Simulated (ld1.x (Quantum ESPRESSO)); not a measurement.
## tungsten: excitation energies, all-electron against TM

| Quantity | Value |
| --- | --- |
| Element | tungsten (W) |
| Generator | ld1.x (Quantum ESPRESSO) 7.5 |
| Type | norm-conserving Troullier–Martins (Kleinman–Bylander form) |
| Functional | LDA (PZ) |
| Relativity | scalar-relativistic |
| Frozen core | [Kr] 4d10 4f14 5s2 |
| Valence charge | 12 |
| Reference configuration | 5p6 5d4 6s2 6p0 |
| Partial waves | 5p (bound): rc 2.15 bohr; 5d (bound): rc 2.15 bohr; 6s (bound): rc 2.75 bohr |
| Local potential | the s channel |
| Core correction | a·sin(br)/r model core inside 1.25 bohr |

Energies are relative to the spin-unpolarised reference configuration 5p6 5d4 6s2 6p0; without spin polarisation the order of configurations can differ from experiment. Spin-polarised rows fill each open shell by Hund’s rule, majority spin first.

(1) Give the all-electron excitation energy and the error of the potential for: 5p6 5d4 6s1 6p0; 5p6 5d4 6s0 6p0; 5p6 5d3 6s0 6p0; 5p6 5d4.5 6s1.5 6p0; 5p6 5d4 6s1 6p1; 5p6 5d3 6s2 6p0; 5p6 5d5 6s0 6p0; 5p6 5d4 6s2 6p0 (spin-polarised); 5p6 5d4 6s1 6p0 (spin-polarised).

Levels in the configuration 5p6 5d4 6s1 6p1:

| level | all-electron (eV) | pseudo (eV) |
| --- | --- | --- |
| 5p | -44.985 | -45.426 |
| 5d | -6.104 | -6.548 |
| 6s | -6.976 | -7.335 |
| 6p | -2.256 | -1.997 |

Results:

(1)

```
           valence configuration  charge  ΔE all-electron (eV)  error AE − PS (meV)
                 5p6 5d4 6s1 6p0      +1                 9.133                 -8.2
                 5p6 5d4 6s0 6p0      +2                25.160                  -38
                 5p6 5d3 6s0 6p0      +3                50.865                  -70
             5p6 5d4.5 6s1.5 6p0       0                 0.697                  -10
                 5p6 5d4 6s1 6p1       0                 4.574                 -509
                 5p6 5d3 6s2 6p0      +1                 9.059                  -23
                 5p6 5d5 6s0 6p0      +1                 9.985                  -75
5p6 5d4 6s2 6p0 (spin-polarised)       0                -1.934                  +38
5p6 5d4 6s1 6p0 (spin-polarised)      +1                 6.052                  +71
```
